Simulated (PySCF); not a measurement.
Compound: C6H11ClOSi.
InChI=1S/C6H11ClOSi/c1-2-6-5-9(7)4-3-8-6/h2,6,9H,1,3-5H2/t6-,9-/m1/s1

The closed-shell ground state was solved at several levels (PySCF, density fitting, gas phase, non-relativistic). Geometry: PBE0-D3(BJ)/def2-SVP, one conformer, isolated molecule.

| level | basis functions | HOMO (eV) | LUMO (eV) | gap (eV) | dipole (D) |
| --- | --- | --- | --- | --- | --- |
| CAM-B3LYP/def2-SVPD | 282 | -8.99 | 0.97 | 9.96 | 1.66 |
| PBE/pcSseg-1 | 222 | -6.13 | -1.09 | 5.04 | 1.62 |

(1) Estimate the row for PBE0/pcSseg-1, a basis of 222 functions; the other rows only guide the guess.

(2) Over all these levels, which gives the widest orbital gap and which the narrowest?

(3) How far do the dipole and the HOMO energy spread over the levels?

Results:

(1) HOMO -7.61 eV, LUMO -0.03 eV, gap 7.58 eV, dipole 1.73 D.

(2) CAM-B3LYP/def2-SVPD (range-separated hybrid) has the widest, 9.96 eV, and PBE/pcSseg-1 (GGA) the narrowest, 5.04 eV. Functional and basis both differ between the two, so the spread mixes both effects.

(3) The dipole runs from 1.62 to 1.73 D (mean 1.67 D) and the HOMO from -8.99 to -6.13 eV.
